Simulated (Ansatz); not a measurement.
A nudged elastic band was laid between two geometries of CH$_{2}$OSe (5 atoms, charge 0, multiplicity 1).

Level of theory: Ansatz 0.2.0, UKS PBE/def2-SVP.

```
movable images  : 5
climbing image  : yes
spring          : 5.0 eV/Å²
optimiser       : quadratic models (default)
start path      : through a guess of the saddle point
force threshold : 0.03 eV/Å
iteration limit : 60
end points      : relaxed
```

Initial state:

```xyz
5
Properties=species:S:1:pos:R:3
O -0.448 -1.650 0.607
C -0.349 -0.545 0.142
Se 1.333 0.456 0.093
H -1.200 0.035 -0.312
H 0.713 1.632 -0.571
```

Final state:

```xyz
5
Properties=species:S:1:pos:R:3
O -0.641 -1.131 0.333
C -0.429 0.088 -0.156
Se 1.438 0.474 0.109
H -1.593 -1.313 0.191
H 1.275 1.808 -0.518
```

(1) Which bonds break or form, and what moves?

(2) What energy profile does the band end with?

(3) What is the geometry of the highest image?

The band took 21 iterations and roughly 4 core-minutes.

## Answers

(1) Bonds broken: C2–H4. Bonds formed: O1–H4.

(2) The run converged. The highest image is number 5 of 0 to 6, 64.5 kcal/mol above the first end and 16.3 kcal/mol above the last; the last end lies 48.2 kcal/mol above the first. The profile has 2 maxima (images 1, 5) with wells between them (image 2): this band takes more than one step, which may be the mechanism or a detour left from its start path. Neighbouring images differ by up to 1.5 eV, so the band resolves the path poorly. A vibrational analysis at the climbing image gives one clearly imaginary mode, 507i cm⁻¹: a first-order saddle point. The orbitals were unrestricted but ended closed-shell.

| image | path coordinate (Å) | energy (kcal/mol) | C2–H4 (Å) | O1–H4 (Å) |
| --- | --- | --- | --- | --- |
| 0 | 0.00 | 0.0 | 1.13 | 2.06 |
| 1 | 1.13 | 8.7 | 1.13 | 2.05 |
| 2 | 2.27 | 2.0 | 1.13 | 2.08 |
| 3 | 3.40 | 37.6 | 1.13 | 1.68 |
| 4 | 4.53 | 50.4 | 1.87 | 0.98 |
| 5 | 5.67 | 64.5 | 1.85 | 0.99 |
| 6 | 6.77 | 48.2 | 1.85 | 0.98 |

(3) 
```xyz
5
Properties=species:S:1:pos:R:3:forces:R:3
O -0.723 -0.741 0.490 0.00 0.00 0.00
C -0.182 -0.389 -0.644 0.00 0.00 0.00
Se 1.627 0.448 -0.148 0.00 0.00 0.00
H -1.598 -1.143 0.269 0.00 0.00 0.00
H 0.925 1.751 -0.009 0.00 0.00 0.00
```

Time of the run: 2.2 min on 2 threads of Intel(R) Xeon(R) Platinum 8259CL CPU @ 2.50GHz (Skylake/Cascade Lake), with other jobs on the host, peak memory 0.16 GiB.
